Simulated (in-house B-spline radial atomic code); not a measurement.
Configurations of Cr⁺, with energies counted from [Ar] 3d5. All numbers are computed (Dirac-Hartree-Fock, average of configuration; Fermi nucleus of rms radius 3.6452 fm) with an all-electron radial atomic-structure program (B-spline basis), not measured. Energies include first-order Breit, QED and recoil terms.

Occupations are held fixed; configurations that lie above the ionisation limit could autoionise.

| configuration | E - E(ref) (eV) | highest orbital | its <r> (bohr) |
| --- | --- | --- | --- |
| [Ar] 3d4 5s1 | 7.5028 | 5s1/2 | 6.923 |
| [Ar] 3d4 5p1 | 8.7395 | 5p3/2 | 8.261 |
| [Ar] 3d4 4f1 | 10.063 | 4f5/2 | 8.959 |
| [Ar] 3d4 5f1 | 11.289 | 5f5/2 | 15.68 |
| [Ar] 3d4 5g1 | 11.294 | 5g9/2 | 13.75 |
| [Ne] 3s2 3p5 3d5 4s1 | 46.246 | 4s1/2 | 3.032 |
| [Ne] 3s2 3p5 3d6 | 46.285 | 3d5/2 | 1.335 |
| [Ne] 3s2 3p5 3d5 7s1 | 58.085 | 7s1/2 | 19.01 |
| [Ne] 3s2 3p5 3d5 6f1 | 58.722 | 6f5/2 | 23.9 |
| [Ne] 3s2 3p5 3d5 6g1 | 58.726 | 6g9/2 | 22 |

(1) Order these further configurations by energy, lowest first.
A. [Ne] 3s2 3p5 3d5 7g1
B. [Ar] 3d4 6g1
C. [Ne] 3s2 3p5 3d5 5f1
D. [Ar] 3d4 4p1
E. [Ne] 3s2 3p5 3d5 5s1

(2) How far above the reference does [Ar] 3d4 6s1 lie?

(3) How far above the reference does [Ne] 3s2 3p5 3d5 7f1 lie?

(4) How far above the reference does [Ar] 3d4 7g1 lie?

(5) One of these lies 11.96 eV from the reference. Which?
A. [Ne] 3s2 3p5 3d5 5g1
B. [Ar] 3d4 6f1
C. [Ne] 3s2 3p5 3d5 6s1

## Answers

(1) D (3.654 eV), B (11.96 eV), E (54.241 eV), C (58.055 eV), A (59.128 eV).

(2) 10.12 eV; its least bound orbital is 6s1/2 with <r> = 12.24 bohr.

(3) 59.125 eV; its least bound orbital is 7f5/2 with <r> = 33.64 bohr.

(4) 12.361 eV; its least bound orbital is 7g9/2 with <r> = 31.75 bohr.

(5) B.
